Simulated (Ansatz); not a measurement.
The cluster Cs3H4: single points at one geometry.

```yaml
crystal:
  periodic: [false, false, false]
  atoms:
    - {symbol: Cs, position_ang: [-1.971040, 1.063490, -1.632164]}
    - {symbol: Cs, position_ang: [1.422441, -1.757881, -1.943362]}
    - {symbol: Cs, position_ang: [-0.781927, -1.326116, 1.477094]}
    - {symbol: H, position_ang: [1.087060, 1.693307, 2.368093]}
    - {symbol: H, position_ang: [0.557148, 0.512405, -0.473993]}
    - {symbol: H, position_ang: [1.043646, 1.494949, 1.643913]}
    - {symbol: H, position_ang: [-1.357318, -1.680164, -1.439573]}
basis:
  gaussian: {orbitals: def2-TZVP, initial_orbitals: start.molden}
magnetization: {spin_polarized: true, initial_magnetization: 1}
hamiltonian: {xc: r2scan, dispersion: d4}
scf: {omitted_lower_state_checks: [starts]}
output: {forces: true, orbitals: {seedname: orbitals}}
```

The file start.molden holds the orbitals of an earlier run on this structure, at another level or in another basis.

```sh
$ ansatz run in.yaml --threads 4 --pin off --events-out ev --progress --plain --max-ram 3916MiB
```

Shortened log:

```
Functional definition: r2SCAN
1130 factors; their error is unknown
mean field evaluation 1: about -1709.3197 eV, gradient 1.5e0 eV
mean field evaluation 2: about -1709.3343 eV, gradient 2.1e-2 eV
mean field evaluation 4: about -1709.3233 eV, gradient 5.5e-4 eV
mean field -1709.32328604 eV, -62.8164721411 hartree, gradient 2.5e-5 eV, S^2 0.750386; 0 other end points of the search recorded, 0 dependent functions left out
reference -1709.32338953 eV, -62.8164759443 hartree; 16, 15 occupied and 95, 96 virtual orbitals, 1130 factors
Total energy: -1709.39226521 eV, -62.8190070788 hartree
Atom 0 at    -1.971040     1.063490    -1.632164 Å, force     0.004509    -0.005676     0.003234 eV/Å
Atom 1 at     1.422441    -1.757881    -1.943362 Å, force    -0.005816     0.004430     0.006125 eV/Å
Atom 2 at    -0.781927    -1.326116     1.477094 Å, force    -0.001309    -0.000230    -0.003940 eV/Å
Atom 3 at     1.087060     1.693307     2.368093 Å, force    -0.001680    -0.003893     0.006078 eV/Å
Atom 4 at     0.557148     0.512405    -0.473993 Å, force    -0.000225     0.002187    -0.000784 eV/Å
Atom 5 at     1.043646     1.494949     1.643913 Å, force     0.003354     0.002712    -0.010062 eV/Å
Atom 6 at    -1.357318    -1.680164    -1.439573 Å, force     0.001168     0.000471    -0.000650 eV/Å
Dipole moment:     0.151798     0.365347    -1.014662 e Å
Checks for a lower state left out: starts
```

Run time 6.5 s (4 threads of AMD EPYC 7B13 on a shared host).

As the first input, with `hamiltonian: {xc: {name: wB97X-V}}`, `output: {orbitals: {seedname: orbitals}}` (abridged; 27 s):

```
Functional definition: wB97X-V
mean field -1707.52377703 eV, -62.7503414047 hartree, gradient 9.2e-6 eV, S^2 0.750520
Total energy: -1707.52378022 eV, -62.7503415221 hartree
Checks for a lower state left out: starts
```

First input, but with `gaussian: {orbitals: def2-SVP, initial_orbitals: start.molden}`, `hamiltonian: {xc: pbe0, dispersion: d4}`, `output: {orbitals: {seedname: orbitals}}` (abridged; 2.8 s):

```
Functional definition: PBE0
mean field -1707.87799091 eV, -62.7633585247 hartree, gradient 1.3e-5 eV, S^2 0.750364
Total energy: -1708.13882257 eV, -62.7729439114 hartree
Checks for a lower state left out: starts
```

The first input with `correlation: {method: mp2}`, `output: {orbitals: {seedname: orbitals}}` and without the key `hamiltonian` (abridged; 0.95 s):

```
Functional definition: HF
mean field -1681.89738435 eV, -61.8085888437 hartree, gradient 1.6e-6 eV, S^2 0.750543
second order -10.31927811 eV of doubles, -0.00000000 eV of singles
Total energy: -1692.21666246 eV, -62.1878153196 hartree
Checks for a lower state left out: starts
```

First input, but with `hamiltonian: {xc: hse06, dispersion: d4}`, `output: {orbitals: {seedname: orbitals}}` (abridged; 3.3 s):

```
Functional definition: HSE06
mean field -1708.18441617 eV, -62.7746194452 hartree, gradient 2.4e-5 eV, S^2 0.750277
Total energy: -1708.43546963 eV, -62.7838454896 hartree
Checks for a lower state left out: starts
```

Geometry: r2SCAN-D4/def2-TZVP.

In the def2 sets Cs takes a core potential; there is no spin–orbit coupling. HSE06 is defined as in plane-wave codes, on full-range PBE exchange. Correlated methods freeze no core orbitals; core or outer-core shells of Cs are correlated, in sets that lack core-valence functions. In the doublet, H4 and H6 lie 0.75 Å apart (atoms count from 1), so H2 has formed as a molecule. The structure comes from a short search, and lower isomers may exist.
